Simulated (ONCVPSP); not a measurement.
Before and after: ONCV potential for Mo (Z = 42)

Mo (Z = 42), optimised norm-conserving Vanderbilt (ONCV), made with ONCVPSP 4.0.1 (PBEsol, fully relativistic). Core [Ar] 3d10 4s2, reference 4p6 4d5 5s0.75 (charge +0.25). Waves: 5s: rc 3.15 bohr, ncon 4, nbas 7, qcut 2.6 1/bohr, 2 projectors, debl 0.7 Ha; 4p: rc 1.80 bohr, ncon 4, nbas 7, qcut 6.3 1/bohr, 2 projectors, debl 2.7 Ha; 4d: rc 1.55 bohr, ncon 4, nbas 8, qcut 5.3 1/bohr, 1 projector. Local part: polynomial inside 1.55 bohr (lpopt 2, dvloc0 0 Ha). Core correction: none.

Open shells are filled in proportion to 2j + 1.

Change: s: nproj 3.

Cutoffs: the cutoffs (Ha) at which the residual kinetic energy of the hardest occupied pseudo-wave falls to 1 and 0.1 mHa per electron; they do not see the model core or the augmentation charge, which bear on the density cutoff. Errors are all-electron minus pseudo energies relative to the spin-unpolarised reference configuration.

Question: What does the change do?

Answer: The potential gets neither clearly harder nor softer (46 Ha and 93 Ha → 46 Ha and 93 Ha); the lowest positive-energy flag moves from s at 1.1 eV to s at 25.1 eV; the errors of the 4 common tests hardly move; the range in which the s phases agree widens (upper end 1.5 → 4.1); neither file shows a bound ghost.

| quantity | base | changed |
| --- | --- | --- |
| cutoff, loose | 46 Ha | 46 Ha |
| cutoff, tight | 93 Ha | 93 Ha |
| bound ghosts | none | none |
| GHOST(+) flags under 300 eV | s at 1.1 eV | s at 25.1 eV |
| error for 4p6 4d5 5s1, meV [ΔE -1.20 eV] | -0.5 | -0.5 |
| error for 4p6 4d5 5s0, meV [ΔE 5.71 eV] | -6.7 | -6.7 |
| error for 4p6 4d4 5s0, meV [ΔE 21.16 eV] | +12 | +12 |
| error for 4p6 4d4 5s2, meV [ΔE -1.02 eV] | -38 | -41 |
| s: phases at 3.20 bohr within 0.05 rad from the reference energy up to (Ha; the scan ends near 5) | 1.5 | 4.1 |
| p3/2: phases at 1.83 bohr within 0.05 rad from the reference energy up to (Ha; the scan ends near 5) | to the end of the scan | to the end of the scan |
| p1/2: phases at 1.83 bohr within 0.05 rad from the reference energy up to (Ha; the scan ends near 5) | to the end of the scan | to the end of the scan |
| d5/2: phases at 1.57 bohr within 0.05 rad from the reference energy up to (Ha; the scan ends near 5) | 3.9 | 3.9 |
| d3/2: phases at 1.57 bohr within 0.05 rad from the reference energy up to (Ha; the scan ends near 5) | 3.8 | 3.8 |
